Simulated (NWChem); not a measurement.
System: Si2NH6OF; SMILES N[Si@@](O)(F)[SiH3]

Parts of the log:

```
             Northwest Computational Chemistry Package (NWChem) 7.3.0
             --------------------------------------------------------

 C1  symmetry detected

                             Geometry "geometry" -> ""
                             -------------------------

 Output coordinates in angstroms (scale by  1.889725989 to convert to a.u.)

  No.       Tag          Charge          X              Y              Z
 ---- ---------------- ---------- -------------- -------------- --------------
    1 N                    7.0000    -1.51848333    -0.97199333    -0.61792369
    2 Si                  14.0000    -0.00736340    -0.43250769    -0.01515831
    3 O                    8.0000     0.18377678    -1.22074485     1.44961658
    4 F                    9.0000     1.30598223    -0.84627684    -0.93200048
    5 Si                  14.0000     0.00948146     1.90880392     0.08752597
    6 H                    1.0000    -1.80869839    -1.94668419    -0.50843848
    7 H                    1.0000    -1.96298276    -0.52216696    -1.41927775
    8 H                    1.0000     1.11192500    -1.32755051     1.72143196
    9 H                    1.0000    -0.35709052     2.48912620    -1.25463911
   10 H                    1.0000    -0.98300746     2.40584349     1.10340644
   11 H                    1.0000     1.37553023     2.41968842     0.46090723

 Effective nuclear repulsion energy (a.u.)     309.6367913795

                                 NWChem DFT Module
                                 -----------------

 Summary of "ao basis" -> "ao basis" (spherical)
 ------------------------------------------------------------------------------
       Tag                 Description            Shells   Functions and Types
 ---------------- ------------------------------  ------  ---------------------
 N                          cc-pvtz                 10       30   4s3p2d1f
 Si                         cc-pvtz                 12       34   5s4p2d1f
 O                          cc-pvtz                 10       30   4s3p2d1f
 F                          cc-pvtz                 10       30   4s3p2d1f
 H                          cc-pvtz                  6       14   3s2p1d

            General Information
            -------------------
          SCF calculation type: DFT
          Wavefunction type:  closed shell.
          No. of atoms     :    11
          No. of electrons :    58
           Alpha electrons :    29
            Beta electrons :    29
          Charge           :     0
          Spin multiplicity:     1
          Use of symmetry is: off; symmetry adaption is: off
          Maximum number of iterations: 150
          AO basis - number of functions:   242
                     number of shells:    90
          Convergence on energy requested:  1.00D-06
          Convergence on density requested:  1.00D-05
          Convergence on gradient requested:  5.00D-04

              XC Information
              --------------
                  TPSS metaGGA Exchange Functional  1.000
             TPSS03 metaGGA Correlation Functional  1.000

             Grid Information
             ----------------
          Grid used for XC integration:  medium
          Radial quadrature: Mura-Knowles
          Angular quadrature: Lebedev.
          Tag              B.-S. Rad. Rad. Pts. Rad. Cut. Ang. Pts.
          ---              ---------- --------- --------- ---------
          N                   0.65       49          12.0       434
          Si                  1.10       88          12.0       590
          O                   0.60       49          12.0       434
          F                   0.50       49          12.0       434
          H                   0.35       45          13.0       434
          Grid pruning is: on
          Number of quadrature shells:   593
          Spatial weights used:  Erf1

      Superposition of Atomic Density Guess
      -------------------------------------

 Sum of atomic energies:        -809.18296820

      Non-variational initial energy
      ------------------------------

 Total energy =    -810.718257
 1-e energy   =   -1736.579472
 2-e energy   =     616.224424
 HOMO         =      -0.338901
 LUMO         =       0.034130

------------------------------------------------------------
EAF file 0: "./job.aoints.0" size=1067450368 bytes
------------------------------------------------------------
               write      read    awrite     aread      wait
               -----      ----    ------     -----      ----
     calls:     2036         0         0         0         0
   data(b): 1.07e+09  0.00e+00  0.00e+00  0.00e+00
   time(s): 0.00e+00  0.00e+00  0.00e+00  0.00e+00  0.00e+00
rate(mb/s): 0.00e+00  0.00e+00
------------------------------------------------------------

     ---------------------------------------------
      Total Density - Mulliken Population Analysis
     ---------------------------------------------

    Atom       Charge   Shell Charges
 -----------   ------   -------------------------------------------------------
    1 N    7     7.73   1.95  0.95  0.21  0.40  1.08  2.02  1.10  0.00  0.01  0.00
    2 Si  14    12.91   2.00  1.93  0.78  0.14  0.21  5.50  1.03  0.56  0.26  0.17  0.22  0.10
    3 O    8     8.73   1.95  1.03  0.24  0.52  1.37  2.36  1.25  0.00  0.01  0.00
    4 F    9     9.53   1.95  1.09  0.27  0.60  1.63  2.60  1.38  0.00  0.00  0.00
    5 Si  14    14.01   2.00  1.93  0.90  0.14  0.37  5.49  1.57  0.58  0.85  0.09  0.06  0.01
    6 H    1     0.73   0.21  0.36  0.09  0.01  0.04  0.01
    7 H    1     0.71   0.21  0.35  0.09  0.01  0.04  0.01
    8 H    1     0.62   0.19  0.29  0.06  0.02  0.05  0.01
    9 H    1     1.01   0.22  0.51  0.27  0.00  0.01  0.00
   10 H    1     1.01   0.22  0.51  0.27  0.00  0.01  0.00
   11 H    1     1.02   0.22  0.51  0.27  0.00  0.01  0.00

   convergence    iter        energy       DeltaE   RMS-Dens  Diis-err
 ---------------- ----- ----------------- --------- --------- ---------
 d= 0,ls=0.0,diis     1   -812.6181337473 -1.12D+03  5.68D-03  1.16D+00
 d= 0,ls=0.0,diis     2   -812.4353580141  1.83D-01  3.50D-03  3.40D+00
 d= 0,ls=0.0,diis     3   -812.7381345987 -3.03D-01  5.65D-04  5.72D-02
 d= 0,ls=0.0,diis     4   -812.7402981172 -2.16D-03  2.90D-04  1.99D-02
 d= 0,ls=0.0,diis     5   -812.7421368299 -1.84D-03  7.58D-05  2.02D-03
  Resetting Diis
 d= 0,ls=0.0,diis     6   -812.7423463045 -2.09D-04  1.24D-05  2.02D-05
 d= 0,ls=0.0,diis     7   -812.7423482981 -1.99D-06  6.47D-06  1.71D-06
 d= 0,ls=0.0,diis     8   -812.7423480476  2.50D-07  4.15D-06  4.73D-06

         Total DFT energy =     -812.742348047624
      One electron energy =    -1741.321865879154
           Coulomb energy =      689.159304431289
    Exchange-Corr. energy =      -70.216577979241
 Nuclear repulsion energy =      309.636791379481

 Numeric. integr. density =       58.000015351730

                       DFT Final Molecular Orbital Analysis
                       ------------------------------------

 Vector   27  Occ=2.000000D+00  E=-2.995451D-01
              MO Center=  2.1D-01, -6.0D-01,  8.6D-01, r^2= 3.2D+00
   Bfn.  Coefficient  Atom+Function         Bfn.  Coefficient  Atom+Function
  ----- ------------  ---------------      ----- ------------  ---------------
    74      0.264264   3 O  pz               71      0.224358   3 O  pz
    77      0.212204   3 O  pz               73      0.189746   3 O  py
   103     -0.161792   4 F  py               70      0.159338   3 O  py
    76      0.159863   3 O  py               40      0.148113   2 Si py
   100     -0.140529   4 F  py              106     -0.135930   4 F  py

 Vector   28  Occ=2.000000D+00  E=-2.590314D-01
              MO Center= -1.7D-02,  1.7D-01,  3.4D-01, r^2= 3.9D+00
   Bfn.  Coefficient  Atom+Function         Bfn.  Coefficient  Atom+Function
  ----- ------------  ---------------      ----- ------------  ---------------
   134      0.307220   5 Si py               73      0.248610   3 O  py
    40     -0.218116   2 Si py               70      0.209867   3 O  py
    76      0.205573   3 O  py              140      0.189161   5 Si py
   129     -0.165983   5 Si s                33     -0.124040   2 Si s
     8      0.109491   1 N  px              103      0.106124   4 F  py

 Vector   29  Occ=2.000000D+00  E=-2.406859D-01
              MO Center= -1.3D+00, -8.2D-01, -5.2D-01, r^2= 1.8D+00
   Bfn.  Coefficient  Atom+Function         Bfn.  Coefficient  Atom+Function
  ----- ------------  ---------------      ----- ------------  ---------------
    10      0.261153   1 N  pz               13      0.235361   1 N  pz
    11     -0.217779   1 N  px                7      0.215828   1 N  pz
     8     -0.212504   1 N  px                5     -0.173775   1 N  px
     9      0.150218   1 N  py               12      0.138014   1 N  py
     6      0.123879   1 N  py                4      0.107596   1 N  s

 Vector   30  Occ=0.000000D+00  E=-2.078380D-02
              MO Center=  8.8D-02,  6.5D-01,  2.4D-01, r^2= 4.9D+00
   Bfn.  Coefficient  Atom+Function         Bfn.  Coefficient  Atom+Function
  ----- ------------  ---------------      ----- ------------  ---------------
   203      0.651004   9 H  s               141      0.642185   5 Si pz
   231     -0.399196  11 H  s               189      0.360654   8 H  s
   139      0.341450   5 Si px               68     -0.262622   3 O  s
     4      0.220197   1 N  s               161     -0.196686   6 H  s
    41      0.188231   2 Si pz              217     -0.178055  10 H  s

[...]
```

Level: TPSS/cc-pVTZ. The geometry was optimised at PBE-D3(BJ)/def2-SVP.

**Question.** Write an input that gives this output.

**Answer.** One answer among several that fit: the input that was run:
```
start job
memory heap 200 mb stack 900 mb global 1100 mb
geometry units angstroms noautoz
  N     -1.501852     1.010195    -0.537027
  Si     0.031676     0.434137    -0.032742
  O      1.129174     1.143638    -1.079415
  F      0.490731     0.890559     1.489634
  Si     0.025084    -1.909383    -0.011804
  H     -1.623465     1.978872    -0.842165
  H     -2.367057     0.604744    -0.177692
  H      2.024994     1.232541    -0.710155
  H     -1.124177    -2.417039     0.821287
  H     -0.125425    -2.455364    -1.405844
  H      1.302754    -2.444289     0.578061
end
basis spherical
  * library cc-pvtz
end
dft
  xc xtpss03 ctpss03
  iterations 150
  semidirect filesize 400000000
  mulliken
end
task dft energy
```
